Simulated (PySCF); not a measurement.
CH3, SMILES [CH3+], charge +1.

Geometry: PBE-D3(BJ)/def2-TZVPD.

Method: PBE-D3(BJ)/def2-TZVPD (PySCF).

No scaling factor is applied to the harmonic values.

Modes within 1.5 cm⁻¹ of each other (mostly degenerate sets) share a row, with their intensities summed.

```tsv
mode	ν (cm⁻¹)	IR (km/mol)	moving atoms (share of kinetic energy)
1–2	1362	36.9	H 91 %, C 9 %
3	1384	10.1	H 80 %, C 20 %
4	2950	0.0	H 100 %
5–6	3143	132.9	H 89 %, C 11 %
```
